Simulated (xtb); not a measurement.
F6OSi2, SMILES [Si](F)(F)(O[Si](F)(F)F)F. All values are semi-empirical tight-binding results from xtb (GFN2-xTB unless named), good for trends rather than for accurate numbers. Coordinates come from a GFN2-xTB optimisation. The values are those of a single conformer.

Optimised geometry:

```xyz
9

F      1.9934     1.4097    -0.4938
Si     1.5456    -0.0007     0.0348
F      2.3546    -0.3473     1.3342
F      1.8733    -1.0627    -1.0765
O      0.0000     0.0000     0.4094
Si    -1.5456     0.0007     0.0348
F     -1.8733     1.0627    -1.0765
F     -1.9934    -1.4097    -0.4938
F     -2.3546     0.3473     1.3342
```
Charge 0, spin multiplicity 1.

Computed properties:
The point group as xtb finds it is C2. The orbital gap is 9.95 eV and the dipole moment comes out as 0.12 D. The zero-point energy comes out as 14.3 kcal/mol and the G − E(el) at 298.15 K (modified RRHO) comes out as -9.6 kcal/mol. The static polarisability (D4 model) is 84.5 bohr³. The solvation energy, GFN2-xTB/ALPB(water) is 5.7 kcal/mol and the solvation energy, GFN2-xTB/ALPB(chcl3) is 2.1 kcal/mol.

Question: Give the atomic charges and the Wiberg bond orders between heavy atoms. (The exact figures need the calculation; the answer reports its results.)

Answer: charges (e) F1 -0.20, Si2 0.77, F3 -0.20, F4 -0.20, O5 -0.35, Si6 0.77, F7 -0.20, F8 -0.20, F9 -0.20. Bond orders F1–Si2 1.14, Si2–F3 1.14, Si2–F4 1.14, Si2–O5 1.10, O5–Si6 1.10, Si6–F7 1.14, Si6–F8 1.14, Si6–F9 1.14.
